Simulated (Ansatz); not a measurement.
Tin tetrachloride, Cl₄Sn, relaxed with RKS PBE0-D4/def2-TZVP in Ansatz from a PBE-D4/def2-SVP geometry. The force threshold is 0.005 eV/Å; the program also tests the step.

Total charge 0; spin multiplicity 1. Sn takes the def2 core potential.

Start:

```xyz
5

Cl    0.788   -2.153   -0.475
Sn    0.000    0.000    0.000
Cl   -1.956   -0.151    1.278
Cl    1.626    1.181    1.200
Cl   -0.459    1.122   -2.003
```

Q: How much energy does the relaxation release, and in how many steps? (Best estimate.)

A: Ansatz gave: 8.96 kJ/mol, in 2 steps.

Q: Which bonds change most? (An estimate is asked.)

A: Ansatz gave: Sn2–Cl3 from 2.341 to 2.288 Å; Sn2–Cl4 from 2.341 to 2.288 Å; Sn2–Cl5 from 2.341 to 2.288 Å; Cl1–Sn2 from 2.341 to 2.288 Å.

Q: Give the relaxed structure. (Best estimate.)

A: The calculation gave: 
```xyz
5

Cl    0.771   -2.103   -0.464
Sn    0.000    0.000    0.000
Cl   -1.911   -0.147    1.248
Cl    1.590    1.154    1.173
Cl   -0.449    1.096   -1.957
```
